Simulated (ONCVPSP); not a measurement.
# Configuration tests for N (Z = 7) (ONCV)

ONCVPSP 4.0.1 input, shortened (lines: element, Z, core and valence counts, functional; n l f; lmax; l rc ep ncon nbas qcut; lloc lpopt rc5 dvloc0; l nproj debl; icmod fcfact rcfact), LDA (Perdew-Wang 92), scalar-relativistic:

```
  N 7.00    1    2  -001012      upf
    1    0    2.00
    2    0    2.00
    2    1    3.00
    1
    0    0.95    0.00    5   10    5.90
    1    2.60    0.00    3    6    4.20
    0    5    0.95    0.00
    0    0    0.50
    1    1    2.10
    0    0.00    0.00
```

Energies are relative to the spin-unpolarised reference configuration 2s2 2p3; without spin polarisation the order of configurations can differ from experiment.

Task: Give the all-electron excitation energy and the error of the potential for: 2s2 2p2; 2s2 2p1; 2s2 2p0; 2s0 2p5.

Result:

```csv
valence configuration,charge,ΔE all-electron (eV),error AE − PS (meV)
2s2 2p2,+1,13.731,+278
2s2 2p1,+2,42.703,+1976
2s2 2p0,+3,89.873,+6694
2s0 2p5,0,22.454,-370
```

These tests converged, but a pseudo level misses the all-electron one widely, so the file describes the atom poorly there or has found another state: 2s2 2p1: 2p by 2.9 eV.
